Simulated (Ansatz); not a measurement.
Input file for Ansatz (a program for electronic structure): R-CCSD(T)/def2-SVP on Cl5Nb (SMILES [Cl][Nb]([Cl])([Cl])([Cl])[Cl]). Elements past Kr take the def2 small-core potentials; no spin–orbit coupling.

Ansatz 0.2 input:
```yaml
crystal:
  periodic: [false, false, false]
  atoms:
    - {symbol: Nb, position_ang: [0.00000747, 0.00000000, 0.00000000]}
    - {symbol: Cl, position_ang: [0.00000255, -0.00000000, 2.33429249]}
    - {symbol: Cl, position_ang: [0.00000255, 0.00000000, -2.33429249]}
    - {symbol: Cl, position_ang: [2.28717799, -0.00000000, -0.00000000]}
    - {symbol: Cl, position_ang: [-1.14359528, 1.98074739, 0.00000000]}
    - {symbol: Cl, position_ang: [-1.14359528, -1.98074739, 0.00000000]}
basis:
  gaussian:
    orbitals: def2-SVP
magnetization: {spin_polarized: false}
correlation: {method: ccsd_t, electrons: outside_noble_gas}
scf: {lower_state_search: off}
```

Q: Give the final energy of this run.

A: -2354.3017 hartree (reference determinant -2353.3816, T1 diagnostic 0.023).

Q: How many basis functions does it have, and what does it roughly cost on one machine?

A: 121 functions; very roughly 17 core-seconds.
